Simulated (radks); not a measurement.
Values are calculated unless marked as measured or tabulated.
Task: Isoelectronic series with 10 electrons, all held in the configuration [Ne], which need not be the ground one along the series. Code: a radial shooting solver on a logarithmic mesh with Libxc functionals. Model: non-relativistic Kohn-Sham, LDA (Slater exchange, Perdew-Wang correlation), spin-polarised, spherical densities, point nucleus. Total energies (hartree) and orbital eigenvalues (hartree):

ion,E (hartree),2p,2s,1s
Ne,-128.22992,-0.49785,-1.32260,-30.30577
Mg2+,-198.28733,-2.45671,-3.64321,-46.72706
Si4+,-284.40792,-5.45916,-7.01523,-67.20568
Ar8+,-504.71939,-14.50601,-16.80850,-120.2249
Ca10+,-638.89112,-20.53883,-23.21599,-152.7495
Ti12+,-789.06818,-27.57494,-30.62720,-189.2796
Cr14+,-955.24869,-35.61328,-39.04091,-229.8137
Fe16+,-1137.43148,-44.65322,-48.45639,-274.3505
Ni18+,-1335.61580,-54.69431,-58.87314,-322.8896
Zn20+,-1549.80117,-65.73629,-70.29086,-375.4302
Ge22+,-1779.98724,-77.77895,-82.70930,-431.9722
Se24+,-2026.17378,-90.82214,-96.12832,-492.5151
Kr26+,-2288.36062,-104.8657,-110.5478,-557.0589
Sr28+,-2566.54766,-119.9097,-125.9676,-625.6034
Zr30+,-2860.73479,-135.9539,-142.3877,-698.1484
Mo32+,-3170.92196,-152.9984,-159.8081,-774.6939
Ru34+,-3497.10912,-171.0430,-178.2287,-855.2399
Pd36+,-3839.29624,-190.0878,-197.6494,-939.7861
Cd38+,-4197.48329,-210.1328,-218.0703,-1028.333
Sn40+,-4571.67026,-231.1779,-239.4913,-1120.879
Te42+,-4961.85714,-253.2230,-261.9124,-1217.426
Xe44+,-5368.04390,-276.2683,-285.3336,-1317.974

Estimate the row of S6+.

Result: E (hartree) -386.55629; 2p -9.47828; 2s -11.40686; 1s -91.70857.
